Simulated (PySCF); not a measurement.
# Reading the logs of faulty runs: AlB2H3N

These are calculations, not measurements. The program is PySCF 2.14.0, an open-source quantum chemistry code, run on an isolated molecule that a program drew, which may never have been made. The molecule is AlB2H3N (charge 0, doublet), drawn as the SMILES string `[BH]N=[B][AlH2]`.

Each row is a Hartree-Fock (HF) and frozen-core CCSD(T) single point in the cc-pV(D+d)Z basis, meant for a local HF minimum. Run 1 is clean. Each other run has one planted mistake out of seven kinds, and not every kind appears here: one electron removed, one electron added, multiplicity raised by two, geometry at a saddle point, minimal basis STO-3G, one bond length entered in bohr, all coordinates scaled. The reference is restricted for singlets and unrestricted otherwise, and also for a bond in bohr. Adding or removing an electron swaps singlet and doublet. Electrons count all cores. HOMO and LUMO are orbital energies over both spins, the gradient is its largest component, and the lowest frequency (negative if imaginary) is given only where the gradient is small. Bond lengths are over the 6 bonds as drawn. T1 is the CCSD diagnostic: over 0.02 (restricted) or 0.045 (unrestricted) a single reference is doubtful.

Geometry of the clean run:
```xyz
7
AlB2H3N, angstrom
B    -0.6166    2.0356   -1.3837
N    -0.5373    1.1688   -0.4745
B    -0.4526    0.2385    0.5010
Al   -0.3229   -1.1692    1.9764
H    -0.6903    2.8407   -2.2285
H     0.4467   -0.8129    3.3109
H    -0.9957   -2.5822    1.7500
```

```
run  electrons  basis functions  <S^2>  HOMO (eV)  LUMO (eV)  gradient (hartree/bohr)  lowest frequency (cm^-1)  mean bond (Å)  longest bond (Å)      T1  HF (hartree)  CCSD(T) (hartree)               mistake
  1         33               80  0.788      -6.48       1.23                  1.6e-05                       118         1.4974             2.043  0.0197    -347.47009         -347.88186              no fault
  2         33               27  0.886      -3.85       6.63                  4.0e-02                         -         1.4974             2.043  0.0288    -343.19424         -343.40394  minimal basis STO-3G
  3         34               80  0.000       0.08       6.45                  3.0e-02                         -         1.4974             2.043  0.0204    -347.43954         -347.89902    one electron added
  4         33               80  0.808      -6.49       1.12                  3.7e-02                         -         1.5633             2.133  0.0232    -347.45675         -347.87580                     ?
```

**Which mistake was planted in run 4, and what did it cost?**

The mean and the longest bond both change by the same factor, 1.044, and the gradient is no longer small. So the mistake is: all coordinates scaled. Subtracting run 1 and multiplying by 627.51 kcal/mol a hartree, the energy moved by 8.4 kcal/mol in HF and 3.8 kcal/mol in CCSD(T).

Cautions from the logs. Run 3: T1 is over the limit, so its CCSD(T) energy is less reliable and the HOMO is above zero, so the electron isn't bound and the energy depends on the basis.
